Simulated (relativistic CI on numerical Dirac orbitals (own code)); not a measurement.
How well does a small relativistic CI reproduce Er II?

Method of calculation: Dirac-Coulomb-Breit CI, orbitals from a KLI potential per configuration, QED by a radiative potential, valence Slater integrals scaled by 0.85, P86 correlation estimate, and configurations built on the next ion tied to the tabulated ionisation energy (semi-empirical) (own radial code, finite nucleus).

Configurations in the expansion (outside the closed core [Xe]): 4f¹²6s, 4f¹¹6s², 4f¹¹6s5d, 4f¹²6p, 4f¹²5d, 4f¹²6d, 4f¹²7s, 4f¹²5f, 4f¹²6f, 4f¹¹5d², 4f¹¹5d6p, 4f¹¹6s6p, 4f¹¹6p², 4f¹³, 4f¹²7p, 4f¹⁰6s²5d, 4f¹²8s, 4f¹¹6s7s, 4f¹¹6s7p, 4f¹¹5d7s, 4f¹²7d, 4f¹²8p, 4f¹²5g, 4f¹¹6s8s. Levels of other configurations are missing.

```tsv
Configuration	Term (tabulated)	J	Measured (cm⁻¹)	Computed	Error	Purity (%)
4f¹²6s	(6,1/2)	13/2	0.0	0	0	94
4f¹²6s	(6,1/2)	11/2	440.4	511	71	63
4f¹²6s	(4,1/2)	9/2	5132.6	5231	98	54
4f¹²6s	(5,1/2)	11/2	7149.6	7160	11	64
4f¹²6s	(5,1/2)	9/2	7195.4	7196	1	61
4f¹²6s	(4,1/2)	9/2	11042.6	11107	64	37
4f¹¹6s²	4I° (computed)	13/2	13338.8	-8421	-21760	93
```

Measured levels from NIST Handbook of Basic Atomic Spectroscopic Data (Sansonetti and Martin, J. Phys. Chem. Ref. Data 34, 1559 (2005)); pairs were made by configuration, J and term (by order where the table uses no LS term), so strongly mixed levels may be paired wrongly.

Mean error by configuration (cm⁻¹): 4f¹²6s 49; 4f¹¹6s² -21760. Over the excited levels the mean absolute error is 3667 cm⁻¹ (6 of the 10 excited levels that our extract of the source holds in range could be paired, and the others can miss by more), and the median relative error of those above 1,000 cm⁻¹ is 0.58 %. Some levels of the ground configuration have no partner.
